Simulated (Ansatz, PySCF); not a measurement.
Gas-phase reaction (SMILES): [SiH3]c1ccsc1 + 5 C (CH4) + S (H2S) → 2 C=C (C2H4) + CC (C2H6) + 2 CS (CH4S) [methanethiol] + C[SiH3] [methylsilane]; bond separation energy.

Each molecule is optimised on its own at B3LYP-D3(BJ)/def2-TZVP (Ansatz, a quantum-chemistry and plane-wave program). Correlated levels leave the core frozen unless marked. No spin-orbit coupling. No relativistic terms. CBS marks a two-point X^-3 extrapolation of the correlation energy; Hartree-Fock from the larger set. [CCSD(T)-MP2]/basis is that difference in the basis named. Unstable Hartree-Fock reference: [SiH3]c1ccsc1. Thermal terms are rigid-rotor harmonic-oscillator values from B3LYP-D3(BJ) frequencies (PySCF) at 298.15 K and 1 atm. 1 Eh = 627.5095 kcal/mol.

| species | E, RI-MP2/CBS(cc-pV(T+d)Z,cc-pV(Q+d)Z)+[CCSD(T)-MP2]/cc-pV(T+d)Z (Ansatz) (Eh) | E, B3LYP-D3(BJ)/def2-TZVPD (Ansatz + dftd3) (Eh) | H - E (Eh) | G - E (Eh) |
|---|---|---|---|---|
| [SiH3]c1ccsc1 | -842.65386 | -843.84849 | 0.08926 | 0.05048 |
| C (CH4) | -40.46125 | -40.53958 | 0.04840 | 0.02728 |
| C=C (C2H4) | -78.47961 | -78.62799 | 0.05494 | 0.03009 |
| CC (C2H6) | -79.71807 | -79.86964 | 0.07887 | 0.05302 |
| CS (CH4S) | -438.22452 | -438.75720 | 0.05042 | 0.02163 |
| C[SiH3] | -330.73641 | -331.26788 | 0.06602 | 0.03705 |
| S (H2S) | -398.96967 | -399.42828 | 0.01881 | -0.00454 |

**Question.** Work out ΔE and ΔH, ΔG, ΔS and the equilibrium constant at 298.15 K at the first level, then ΔH at the second.

**Answer.** 
1. ΔE = [2×(-78.47961) + (-79.71807) + 2×(-438.22452) + (-330.73641)] - [(-842.65386) + 5×(-40.46125) + (-398.96967)] = 0.06704 Eh = 42.1 kcal/mol at RI-MP2/CBS(cc-pV(T+d)Z,cc-pV(Q+d)Z)+[CCSD(T)-MP2]/cc-pV(T+d)Z.
2. The terms H - E add up to 0.00554 Eh, so ΔH = (0.06704 + (0.00554))×627.5095 = 45.5 kcal/mol.
3. The terms G - E add up to 0.01117 Eh, so ΔG = 49.1 kcal/mol, and ΔS = (0.00554 - (0.01117))×627509.5/298.15 = -11.8 cal/(mol K).
4. log10 K = -ΔG/(RT ln 10) = -36.0, with RT ln 10 = 1.3642 kcal/mol.
5. At B3LYP-D3(BJ)/def2-TZVPD the same steps give ΔE = 41.9 and ΔH = 45.4 kcal/mol, a shift of -0.1 from the first level.
6. These values are not checked against measurement here, since the tables used lack a sound gas-phase enthalpy of formation for at least one species.
